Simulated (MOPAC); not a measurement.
Job for MOPAC: PM6 on CH4OPb (SMILES C[O][PbH]), a point of a bond scan (R = 2.066 Å).

```
PM6 1SCF PRECISE CHARGE=0 THREADS=1
CH4OPb

Pb    -0.18088400 1    -0.24647814 1     0.34040536 1
H     -1.33270794 1    -0.79137369 1    -1.28604162 1
O      1.00528976 1     1.06933301 1    -0.77910563 1
C      0.89711151 1     1.34866124 1    -2.15568911 1
H      0.71053154 1     2.41844853 1    -2.30633806 1
H      1.83700100 1     1.10003060 1    -2.66238683 1
H      0.08796474 1     0.78793494 1    -2.63935184 1
```

Output:

```
*******************************************************************************
 **                                                                           **
 **                              MOPAC v23.2.5                                **
 **                                                                           **
 *******************************************************************************
 ** MOPAC's Digital Object Identifier: https://doi.org/10.5281/zenodo.6511958 **
 **                                                                           **
 ** Please cite the open-source release paper for use of this MOPAC version:  **
 ** J. E. Moussa and J. J. P. Stewart (2026)                                  **
 ** MOPAC: An open-source semiempirical molecular orbital program             **
 ** J. Open Source Softw., 11(119), 8025, https://doi.org/10.21105/joss.08025 **
 *******************************************************************************

                              PM6 CALCULATION RESULTS

 *******************************************************************************
 *  PM6        - The PM6 Hamiltonian to be used
 *
 *
 *
 *                 CHARGE ON SYSTEM = 0
 *
 *
 *
 *  PRECISE    - TIGHTER CRITERIA TO BE USED
 *  1SCF       - DO 1 SCF AND THEN STOP
 *  THREADS=1  - MULTI-THREADING NOT USED
 *  T=         - A TIME OF 172800.0 SECONDS REQUESTED
 *  DUMP=N     - RESTART FILE WRITTEN EVERY 7200.0 SECONDS REQUESTED
 *******************************************************************************
PM6 1SCF PRECISE CHARGE=0 THREADS=1
 CH4OPb

   ATOM   CHEMICAL          X               Y               Z
  NUMBER   SYMBOL      (ANGSTROMS)     (ANGSTROMS)     (ANGSTROMS)

     1      Pb         -0.18088400  *  -0.24647814  *   0.34040536  *
     2       H         -1.33270794  *  -0.79137369  *  -1.28604162  *
     3       O          1.00528976  *   1.06933301  *  -0.77910563  *
     4       C          0.89711151  *   1.34866124  *  -2.15568911  *
     5       H          0.71053154  *   2.41844853  *  -2.30633806  *
     6       H          1.83700100  *   1.10003060  *  -2.66238683  *
     7       H          0.08796474  *   0.78793494  *  -2.63935184  *



          CARTESIAN COORDINATES

    NO.       ATOM           X           Y           Z

     1        Pb         -0.1809     -0.2465      0.3404
     2         H         -1.3327     -0.7914     -1.2860
     3         O          1.0053      1.0693     -0.7791
     4         C          0.8971      1.3487     -2.1557
     5         H          0.7105      2.4184     -2.3063
     6         H          1.8370      1.1000     -2.6624
     7         H          0.0880      0.7879     -2.6394

 General Reference for PM6:
 "Optimization of Parameters for Semiempirical Methods V: Modification of NDDO Approximations
 and Application to 70 Elements", J. J. P. Stewart, J. Mol. Mod., 13, 1173-1213 (2007)
 URL: https://link.springer.com/article/10.1007/s00894-007-0233-4

           Empirical Formula: C H4 O Pb  =     7 atoms



      MOLECULAR POINT GROUP   :   Cs


      RHF CALCULATION, NO. OF DOUBLY OCCUPIED LEVELS = 9


 -------------------------------------------------------------------------------
 PM6 1SCF PRECISE CHARGE=0 THREADS=1
 CH4OPb



     1SCF WAS SPECIFIED, SO BFGS WAS NOT USED
     SCF FIELD WAS ACHIEVED


                              PM6 CALCULATION
                                                       MOPAC v23.2.5 Linux




          FINAL HEAT OF FORMATION =          9.70513 KCAL/MOL =      40.60627 KJ/MOL


          COSMO AREA              =        109.83 SQUARE ANGSTROMS
          COSMO VOLUME            =         95.33 CUBIC ANGSTROMS

          IONIZATION POTENTIAL    =          9.027109 EV
          HOMO LUMO ENERGIES (EV) =         -9.027 -1.784
          NO. OF FILLED LEVELS    =          9
          MOLECULAR WEIGHT        =        239.2420         POINT GROUP:  Cs

          MOLECULAR DIMENSIONS (Angstroms)

            Atom       Atom       Distance
            H     6    H     2     3.93939
           Pb     1    H     7     2.63526
            H     5    H     2     1.70459


          SCF CALCULATIONS        =          1





   ATOM   CHEMICAL          X               Y               Z
  NUMBER   SYMBOL      (ANGSTROMS)     (ANGSTROMS)     (ANGSTROMS)

     1      Pb         -0.18088400  *  -0.24647814  *   0.34040536  *
     2       H         -1.33270794  *  -0.79137369  *  -1.28604162  *
     3       O          1.00528976  *   1.06933301  *  -0.77910563  *
     4       C          0.89711151  *   1.34866124  *  -2.15568911  *
     5       H          0.71053154  *   2.41844853  *  -2.30633806  *
     6       H          1.83700100  *   1.10003060  *  -2.66238683  *
     7       H          0.08796474  *   0.78793494  *  -2.63935184  *

                             CARTESIAN COORDINATES

   1   Pb       -0.180884000    -0.246478140     0.340405360
   2    H       -1.332707940    -0.791373690    -1.286041620
   3    O        1.005289760     1.069333010    -0.779105630
   4    C        0.897111510     1.348661240    -2.155689110
   5    H        0.710531540     2.418448530    -2.306338060
   6    H        1.837001000     1.100030600    -2.662386830
   7    H        0.087964740     0.787934940    -2.639351840


           Empirical Formula: C H4 O Pb  =     7 atoms



      MOLECULAR POINT GROUP   :   Cs


                  EIGENVALUES
 -27.93213 -23.26411 -18.81152 -14.80604 -14.74112 -14.35826 -10.07041  -9.97384
  -9.02711  -1.78372  -0.30381   1.64424   4.29453   5.83944   5.93111   6.43109


              NET ATOMIC CHARGES AND DIPOLE CONTRIBUTIONS

  ATOM NO.   TYPE          CHARGE      No. of ELECS.   s-Pop       p-Pop
    1         Pb           0.505428        3.4946     1.90748     1.58710
    2          H          -0.009783        1.0098     1.00978
    3          O          -0.732575        6.7326     1.71849     5.01408
    4          C          -0.094814        4.0948     1.07222     3.02259
    5          H           0.115973        0.8840     0.88403
    6          H           0.115973        0.8840     0.88403
    7          H           0.099797        0.9002     0.90020
 DIPOLE           X         Y         Z       TOTAL
 POINT-CHG.    -2.861    -2.600     0.577     3.909
 HYBRID         0.308     0.823    -2.075     2.253
 SUM           -2.553    -1.777    -1.498     3.453


          ATOMIC ORBITAL ELECTRON POPULATIONS

     Atom    s        px        py        pz
    1 Pb   1.90748   0.42361   0.26811   0.89537
    2  H   1.00978
    3  O   1.71849   1.86118   1.81568   1.33722
    4  C   1.07222   1.11413   1.10889   0.79958
    5  H   0.88403
    6  H   0.88403
    7  H   0.90020

 **********************
 *                    *
 * JOB ENDED NORMALLY *
 *                    *
 **********************




 == MOPAC DONE ==
```

The run finished.

Cost: very roughly 0.05 core-seconds.
